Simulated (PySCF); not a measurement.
**Excitation energy of Cu(2+) by level of theory**

Cu(2+) [Ar] 3d9 (2D) → Cu(2+) [Ar] 3d8 4s1 (4F), as a difference of total energies. Calculation: PySCF 2.14, in aug-cc-pVTZ-DK; scalar relativity by spin-free X2C-1e. Correlated levels: valence: [Ar] frozen. The calculations carry no spin-orbit coupling.

```tsv
method	excitation energy (eV)
UHF	5.762
LDA	7.746
PBE0	7.152
r2SCAN	6.713
M06-2X	7.503
PW91	7.323
B97-3	7.450
MP2 (valence)	7.721
SCS-MP2 (valence)	7.690
```

Q: Estimate what PBE gives.

A: 7.305 eV, closest to PW91 among the rows shown.

Q: Estimate what wB97M-V gives.

A: 7.408 eV, closest to B97-3 among the rows shown.

A first-order spin-orbit estimate (lowest level to lowest level, LS coupling) adds -0.064 eV.
